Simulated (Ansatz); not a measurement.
`C[O][Sb]([F])[SiH3]` + H–F → `[F][Sb]([F])[SiH3]` + CH₃OH at 500 K and 1 bar (ligand exchange at the Sb–O bond).

Calculated with Ansatz (gas phase, PBE0-D4/def2-TZVP geometries, no zero-point term in ΔE). CCSD(T)/CBS is the MP2 limit (def2-TZVPP, def2-QZVPP) plus CCSD(T) − MP2 in def2-TZVPP, frozen cores. This one scheme is used for every species. def2 core potentials past Kr. For Sb outer-core shells are correlated without core-valence functions, which leaves a few kJ/mol of doubt a bond. Each species was taken in one conformer, which may not be the lowest.

```
              species  CCSD(T)/CBS energy (Eh)  H − E (kJ/mol)  S (J/(mol·K))
`C[O][Sb]([F])[SiH3]`               -745.74684           233.8          479.8
                  H–F               -100.39570            39.4          188.7
 `[F][Sb]([F])[SiH3]`               -730.53304           116.7          413.4
                CH₃OH               -115.61712           157.0          265.4
```

H − E and S are ideal-gas, rigid-rotor, harmonic terms from PBE0-D4/def2-TZVP, for one conformer and one mirror image of each species. 1 Eh = 2625.50 kJ/mol, R = 8.31446 J/(mol·K).

Problem. By hand: ΔE, ΔH, ΔS and ΔG.

Solution. ΔE = (-730.53304) + (-115.61712) − (-745.74684) − (-100.39570) = -0.00762 Eh = -20.0 kJ/mol. Δ(H − E) = 116.7 + 157.0 − 233.8 − 39.4 = 0.5, so ΔH = -19.5 kJ/mol. ΔS = 413.4 + 265.4 − 479.8 − 188.7 = 10.3 J/(mol·K). ΔG = -19.5 − 500 × (10.3)/1000 = -24.6 kJ/mol.

Problem. By hand: the equilibrium constant, and the temperature at which ΔG would vanish if ΔH and ΔS stayed fixed.

Solution. log₁₀ K = −ΔG/(RT ln 10) = 2.6. ΔH and −TΔS have one sign here, so there is no such temperature.

The number of gas molecules stays the same, so ΔS is small and ΔH decides. A doubt of 5 kJ/mol in ΔE shifts log₁₀ K by 0.5 here. Other conformers and mirror images would add mixing entropy, several J/(mol·K) or more a flexible species. These are equilibria of isolated gas molecules and say nothing of rates. Largest T1 diagnostic: 0.015 (customary marks: 0.02 for closed shells, 0.045 for open ones).

ΔS is within the doubt of such terms, so its sign, and with it that verdict, could turn.
